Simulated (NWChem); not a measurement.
A series in which one site is exchanged, each optimised at PBE0/def2-SVP with NWChem, gas phase unless a solvent is named. Some are not confirmed as minima by frequencies. def2 effective core potentials on Sb; no spin-orbit coupling.

A: [AlH3] (AlH3; site = Al)
B: [GaH3] (GaH3; site = Ga)
C: [SbH3] (SbH3; site = Sb)
D: B (BH$_{3}$; site = B)

Values for A:

| Quantity | Value |
|---|---|
| dipole (D), PBE0/def2-SVP | 0.00 |
| orbital gap (eV), PBE0/def2-SVP | 6.81 |
| vertical ionisation energy, ΔSCF, B3LYP/def2-SVP (eV) | 11.22 |
| lowest singlet excitation, B3LYP/def2-SVPD, TDA (eV) | 5.20 |

### Question
How do these values change for the other members?

### Answer
| change from A | B | C | D |
|---|---|---|---|
| dipole (D), PBE0/def2-SVP | 0.00 | +0.18 | 0.00 |
| orbital gap (eV), PBE0/def2-SVP | -0.06 | +0.67 | +1.14 |
| vertical ionisation energy, ΔSCF, B3LYP/def2-SVP (eV) | -0.01 | -1.24 | +1.86 |
| lowest singlet excitation, B3LYP/def2-SVPD, TDA (eV) | -0.11 | +1.09 | +0.62 |
